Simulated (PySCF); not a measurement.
Computed shifts of a molecule C2H8AlN, KT2/pcSseg-1 in PySCF, GIAO, gas phase, atoms alike by connectivity averaged where their shifts nearly agree, in ppm (number of nuclei): ¹³C: -10.7 (2). ¹H: 1.83 (2), -0.19 (6). ¹⁵N: 56.1 (1). References: ¹³C against TMS (σ = 185.1 ppm); ¹H against TMS (σ = 31.47 ppm); ¹⁵N against NH3 (σ = 266.2 ppm), references at their B3LYP-D3(BJ)/def2-TZVP geometries, non-relativistic. Coordinates come from a B3LYP-D3(BJ)/def2-SVP optimisation. Other conformers were not sampled.

Question: Which molecule gave these data?
(A) C[CH2][AlH][NH2]
(B) [CH3][Al]([CH3])[NH2]
(C) C[N](C)[AlH2]
(D) C[NH][AlH][CH3]

Answer: B, [CH3][Al]([CH3])[NH2]
